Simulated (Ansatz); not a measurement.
`F[SiH2]CBr` + `C=N` → `N=C[SiH2]CBr` + H–F  (formal exchange of groups at the Si–F bond)

Computed with Ansatz on PBE0-D4/def2-TZVP structures; ΔE is electronic, products minus reactants. CCSD(T)/CBS adds triple-zeta CCSD(T) − MP2 to the extrapolated MP2 energy (def2 sets, frozen cores). This one scheme is used for every species. Functionals use def2-TZVPP. For Br outer-core shells are correlated without core-valence functions, which leaves a few kJ/mol of doubt a bond. Scalar relativity is left out up to krypton. One conformer a species, not always the lowest.

`F[SiH2]CBr`:

Z-matrix (Å, degrees):
```
Si
C 1 1.867
F 1 1.596 2 109.1
H 1 1.485 2 109.2 3 117.5
H 1 1.479 2 110.5 3 -119.6
Br 2 1.944 1 110.1 3 64.3
H 2 1.090 1 112.4 3 -54.7
H 2 1.091 1 111.5 3 -177.1
```

`C=N`:

```xyz
5

C    -0.024    0.148    0.360
N    -0.128    0.230   -0.893
H     0.293   -0.748    0.906
H    -0.263    1.024    0.966
H     0.123   -0.654   -1.339
```

`N=C[SiH2]CBr`:

Z-matrix (Å, degrees):
```
Si
C 1 1.890
C 1 1.873 2 108.1
H 1 1.485 2 110.7 3 122.0
H 1 1.491 2 108.2 3 -118.9
N 2 1.269 1 117.4 3 24.6
H 2 1.100 1 120.3 3 -156.5
Br 3 1.946 1 109.3 2 72.5
H 3 1.088 1 113.5 2 -168.3
H 3 1.089 1 110.6 2 -44.4
H 6 1.022 2 112.1 1 178.9
```

H–F:

Cartesian coordinates in Å:
```
F -0.406 0.214 0.030
H 0.406 -0.214 -0.030
```

| level | ΔE (kJ/mol) |
| --- | --- |
| ωB97M-V | 142.9 |
| PBE | 135.8 |
| MP2/def2-TZVPP | 139.0 |
| HF/def2-QZVPP | 172.8 |
| MP2/def2-QZVPP | 139.1 |
| SCS-MP2/def2-QZVPP | 146.0 |
| HF/CBS(def2) | 173.1 |
| MP2/CBS(def2) | 137.9 |

(1) What does CCSD(T)/CBS give? (Estimate.)

Largest T1 diagnostic among the species: 0.012.

Results:

(1) Ansatz gave: +138.9 kJ/mol. The listed levels differ from it by 4.0, -3.1, 0.1, 33.9, 0.2, 7.1, 34.2, -1.0 kJ/mol.

The D4 term adds −11.0 kJ/mol with B3LYP and −6.3 kJ/mol with PBE0; it sums over pairs of atoms, weighted by their polarisabilities, and B3LYP, whose exchange is more repulsive, gets the larger term. From PBE to PBE0 (25 % exact exchange), in def2-TZVPP and without D4, ΔE moves by +3.2 kJ/mol. In def2-TZVPP, CCSD(T) changes the Hartree–Fock value by −30.7 kJ/mol (the triples alone add −4.8 kJ/mol) and MP2 by −31.7 kJ/mol.

CCSD(T)/CBS has its own doubt, a few kJ/mol and more with outer-core shells, so smaller differences from it don't rank the levels.

B3LYP here is the variant with VWN-RPA as its local correlation; programs differ in this.
